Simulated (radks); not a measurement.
Initial-state core-level shifts of the tungsten ion W2+ when its valence configuration changes from [Xe] 4f14 5d4. Calculated with a radial shooting solver on a logarithmic mesh with Libxc functionals: scalar-relativistic Kohn-Sham, PBEsol, spin-polarised, spherical densities, finite nucleus; open shells are filled with parallel spins first (spin-orbit coupling, left out, can overturn this in heavy ions); Fermi nuclear charge, rms radius 5.3658 fm. Shifts are changes of the shell-averaged eigenvalues in eV (positive: less bound); the change of the density at the nucleus, which sets a Mossbauer isomer shift, is in e/bohr^3, on a base of 1.514e+06.

| valence | 2s | 3s | 4s | 4p | density at nucleus |
|---|---|---|---|---|---|
| 4f14 5d3 6s1 | -3.290 | -3.231 | -3.219 | -3.223 | +129.0 |
| 4f14 5d3.5 6s0.5 | -1.624 | -1.596 | -1.590 | -1.593 | +62.8 |
| 4f13 5d4 6s1 | -14.053 | -15.411 | -14.255 | -13.919 | +216.2 |
| 4f14 5d2 6s2 | -6.872 | -6.738 | -6.706 | -6.714 | +261.4 |
| 4f12 5d5.5 6s0.5 | -23.692 | -26.643 | -24.056 | -23.331 | +233.2 |
| 4f11 5d5.5 6s1.5 | -39.561 | -44.130 | -39.737 | -38.580 | +475.4 |
| 4f14 5d3 6p1 | -4.745 | -4.691 | -4.683 | -4.686 | +8.2 |
| 4f13 5d3.5 6s1.5 | -15.949 | -17.270 | -16.100 | -15.764 | +282.4 |
| 4f13 5d3 6s1 6p1 | -19.165 | -20.448 | -19.265 | -18.929 | +235.3 |
